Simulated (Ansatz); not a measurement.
A run on C$_{7}$H$_{14}$ (`C[C@@H]1CCC[C@@H]1C`) with other settings.

```yaml
crystal:
  periodic: [false, false, false]
  atoms:
    - {symbol: C, position_ang: [-0.533653, -1.317216, -1.155892]}
    - {symbol: C, position_ang: [0.564113, -0.798526, -0.238259]}
    - {symbol: C, position_ang: [0.308409, -1.170781, 1.222482]}
    - {symbol: C, position_ang: [-0.683068, -0.112346, 1.735727]}
    - {symbol: C, position_ang: [-0.521845, 1.096006, 0.792406]}
    - {symbol: C, position_ang: [0.626700, 0.735005, -0.158223]}
    - {symbol: C, position_ang: [0.599294, 1.480678, -1.477021]}
    - {symbol: H, position_ang: [-0.585971, -2.407835, -1.109101]}
    - {symbol: H, position_ang: [-1.516466, -0.929700, -0.872286]}
    - {symbol: H, position_ang: [-0.356945, -1.039709, -2.197362]}
    - {symbol: H, position_ang: [1.523106, -1.200786, -0.582594]}
    - {symbol: H, position_ang: [1.247019, -1.103911, 1.781018]}
    - {symbol: H, position_ang: [-0.062660, -2.191891, 1.340794]}
    - {symbol: H, position_ang: [-1.707220, -0.490914, 1.705073]}
    - {symbol: H, position_ang: [-0.482778, 0.147737, 2.776897]}
    - {symbol: H, position_ang: [-1.437865, 1.262108, 0.217133]}
    - {symbol: H, position_ang: [-0.322399, 2.026261, 1.329063]}
    - {symbol: H, position_ang: [1.569380, 0.976158, 0.350364]}
    - {symbol: H, position_ang: [1.415010, 1.165937, -2.134003]}
    - {symbol: H, position_ang: [-0.342054, 1.316121, -2.008037]}
    - {symbol: H, position_ang: [0.699901, 2.557595, -1.318179]}
basis:
  gaussian: {orbitals: aug-pcseg-2, point_charges: [{charge: 2.00, position_ang: [6.423, 0.338, -0.385]}]}
hamiltonian: {xc: {name: SPW92}}
output: {forces: true}
```

```sh
$ ansatz run in.yaml --threads 2 --pin off --events-out ev --progress --plain --max-ram 32768MiB --backend cuda --devices 0, --max-vram 18GiB
```

Output, abridged:

```
Functional definition: SPW92
2282 factors; their error is unknown
mean field evaluation 1: about -7385.4761 eV, gradient 1.2e2 eV
mean field evaluation 2: about -6806.5518 eV, gradient 3.6e2 eV
mean field evaluation 4: about -7417.8061 eV, gradient 3.1e1 eV
mean field evaluation 8: about -7421.4418 eV, gradient 8.2e0 eV
mean field evaluation 16: about -7422.1045 eV, gradient 1.7e-1 eV
mean field evaluation 32: about -7422.1049 eV, gradient 2.3e-4 eV
a density is far from that of the atoms, so the factors are made again for it
4320 factors; integrals over basis functions are off by at most 1.1e-3 eV
mean field -7422.09780922 eV, -272.7570636102 hartree, gradient 2.3e-5 eV, S^2 0.000000; 0 other end points of the search recorded, 1 dependent functions left out
reference -7422.09792818 eV, -272.7570679819 hartree; 28, 28 occupied and 615, 615 virtual orbitals, 4320 factors
Total energy: -7422.09792818 eV, -272.7570679819 hartree
Atom 0 at    -0.533653    -1.317216    -1.155892 Å, force     0.803054     1.057390     0.956545 eV/Å
Atom 1 at     0.564113    -0.798526    -0.238259 Å, force    -0.289287    -1.603967    -1.117616 eV/Å
Atom 2 at     0.308409    -1.170781     1.222482 Å, force    -1.451049     1.088255     0.189579 eV/Å
Atom 3 at    -0.683068    -0.112346     1.735727 Å, force     1.512988     0.090021    -2.079459 eV/Å
Atom 4 at    -0.521845     1.096006     0.792406 Å, force     1.505561    -1.900649     0.421052 eV/Å
Atom 5 at     0.626700     0.735005    -0.158223 Å, force    -0.771987     1.213026    -0.252736 eV/Å
Atom 6 at     0.599294     1.480678    -1.477021 Å, force     0.285848    -1.458528     0.343905 eV/Å
Atom 7 at    -0.585971    -2.407835    -1.109101 Å, force     0.086925    -0.547835    -0.058731 eV/Å
Atom 8 at    -1.516466    -0.929700    -0.872286 Å, force    -0.280929    -0.011251     0.144822 eV/Å
Atom 9 at    -0.356945    -1.039709    -2.197362 Å, force     0.093639    -0.198116    -0.369261 eV/Å
Atom 10 at     1.523106    -1.200786    -0.582594 Å, force     0.723110     0.158866    -0.141033 eV/Å
Atom 11 at     1.247019    -1.103911     1.781018 Å, force     0.958688     0.127158    -0.102626 eV/Å
Atom 12 at    -0.062660    -2.191891     1.340794 Å, force    -0.098525    -0.154336     0.155920 eV/Å
Atom 13 at    -1.707220    -0.490914     1.705073 Å, force    -0.565333    -0.228410     0.370232 eV/Å
Atom 14 at    -0.482778     0.147737     2.776897 Å, force    -0.317904     0.180858     0.785062 eV/Å
Atom 15 at    -1.437865     1.262108     0.217133 Å, force    -0.685399     0.329281    -0.036199 eV/Å
Atom 16 at    -0.322399     2.026261     1.329063 Å, force     0.160110     0.737389     0.079281 eV/Å
Atom 17 at     1.569380     0.976158     0.350364 Å, force     0.910348     0.028785     0.521956 eV/Å
Atom 18 at     1.415010     1.165937    -2.134003 Å, force     0.799636     0.380492     0.120431 eV/Å
Atom 19 at    -0.342054     1.316121    -2.008037 Å, force    -0.295298     0.277913     0.046041 eV/Å
Atom 20 at     0.699901     2.557595    -1.318179 Å, force     0.308889     0.375636    -0.071413 eV/Å
Dipole moment:    -5.292374    -0.346430     0.555128 e Å
```

It took 36 s on 2 threads of an AMD EPYC 7R13 on a shared host and a share of an NVIDIA H100 80 GB, with 1.8 GiB of host memory at the peak.
